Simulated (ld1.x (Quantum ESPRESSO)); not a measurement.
## PBE PAW dataset for In (Z = 49), fully relativistic all-electron reference.

ld1.x (Quantum ESPRESSO) 7.5 input, shortened:

```
&input
   title='In', zed=49., rel=2, dft='PBE', iswitch=3,
   config='[Kr] 4d10 5s1 5p0', rel_dist='average'
 /
 &inputp
   pseudotype=3, lpaw=.true., tm=.true., lloc=-2, rcloc=1.40,
   nlcc=.false.,
   which_augfun='BESSEL', rmatch_augfun=0.85
 /
6
5S  1  0   1.00   0.00  1.55  2.15  0.0
5S  1  0   0.00  -0.55  1.55  2.15  0.0
5P  2  1   0.00   0.00  2.65  2.95  0.0
5P  2  1   0.00   0.25  2.65  2.95  0.0
4D  3  2  10.00   0.00  1.05  1.40  0.0
4D  3  2   0.00  -1.45  1.05  1.40  0.0
 &test
   configts(1)='4d10 5s1 5p0'
 /
```

Open shells are filled in proportion to 2j + 1 (rel_dist='average').

Results:

```
Largest excitation error : +689 meV (all-electron minus pseudo) for 4d9 5s2 5p2, out of 7 test configurations
```

The ghost test of this file was not conclusive.

Generation and tests took about 5 s on one core of a shared server CPU.
